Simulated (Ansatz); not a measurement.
**Exact exchange and the HOMO–LUMO gap of VOF3**

VOF3: 5 atoms, total charge 0, spin state singlet. As SMILES, `[O]=[V]([F])([F])[F]`. The shape is that of a PBE0-D4/def2-TZVP optimisation.

The HOMO–LUMO gap y, in eV, basis def2-SVP; a is the functional's share of exact exchange. Programs: Ansatz 0.2.0.

| functional | program | a | y (eV) |
| --- | --- | --- | --- |
| BLYP | Ansatz | 0 | 4.59 |
| revPBE | Ansatz | 0 | 4.64 |
| B3LYP | Ansatz | 0.2 | ? |
| PBE0 | Ansatz | 0.25 | 7.26 |
| BHLYP | Ansatz | 0.5 | 9.96 |

**Question.** Fit y = c + s·a to the known rows and predict B3LYP.

**Answer.** 
1. Means of the 4 rows: a = 0.1875, y = 6.612.
2. Σ(Δa)² = 0.17188, Σ(Δa·Δy) = 1.8356, so the slope is 1.8356/0.17188 = 10.68.
3. Intercept: 6.612 − (10.68) × 0.1875 = 4.610. The largest residual of the fit is 0.030.
4. B3LYP: 4.610 + (10.68) × 0.2 = 6.75 eV.

The run gave 6.68 eV, so the prediction is off by +0.07 eV, more than the scatter of the fit. Exact exchange lowers occupied levels and raises empty ones.
